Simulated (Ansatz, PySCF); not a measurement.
Reaction (SMILES): FC1=COCO1 + 4 C (CH4) + 2 O (H2O) → C=C (C2H4) [ethene] + CF (CH3F) + 4 CO (CH4O) [methanol]
Each molecule is optimised on its own at B3LYP-D3(BJ)/def2-TZVP (Ansatz, an electronic-structure program), one conformer each, not searched for the lowest. Frequencies are from Ansatz or PySCF.

Property: bond separation energy (enthalpy at 298 K, with B3LYP-D3(BJ) rigid-rotor harmonic-oscillator terms), in eV. Cores are frozen in the correlated levels unless marked. Spin-orbit coupling is left out. Non-relativistic. Basis-set limits of correlation are two-point, X^-3; Hartree-Fock from the larger set. The bracket is a focal-point correction in the basis named.

| level | program | bond separation energy (eV) |
|---|---|---|
| HF/cc-pwCVTZ | Ansatz | 1.17 |
| PBE/def2-TZVPD | Ansatz | 1.59 |
| revPBE-D4/def2-TZVPD | Ansatz + dftd4 | 1.62 |
| PBE0-D3(BJ)/def2-TZVP | Ansatz + dftd3 | 1.56 |

Question: Estimate the value at RI-MP2/CBS(cc-pVTZ,cc-pVQZ)+[CCSD(T)-MP2]/cc-pVTZ as computed with Ansatz.

Answer: 1.48 eV
